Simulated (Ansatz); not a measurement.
PbS₂. Total charge 0; singlet. Geometry PBE-D4/def2-TZVP; atoms count from 1.

```csv
atom,x (Å),y (Å),z (Å)
Pb1,1.143,0.817,0.555
S2,-0.357,-1.197,0.440
S3,-0.786,0.380,-0.995
```

In the def2 sets Pb takes a core potential; there is no spin–orbit coupling. The structure comes from a short search, and lower isomers may exist.

(1) Estimate the Mulliken populations from the PBE0/def2-TZVP orbitals of Ansatz.

(2) And the Mayer bond orders between heavy atoms (over 0.3)?

## Answers

(1) 
```json
{"atom": "Pb1", "charge (e)": "0.65"}
{"atom": "S2", "charge (e)": "-0.33"}
{"atom": "S3", "charge (e)": "-0.33"}
```
Mulliken values depend strongly on the basis.

(2) Pb1–S2 1.03 (2.51 Å); Pb1–S3 1.03 (2.51 Å); S2–S3 1.09 (2.17 Å).
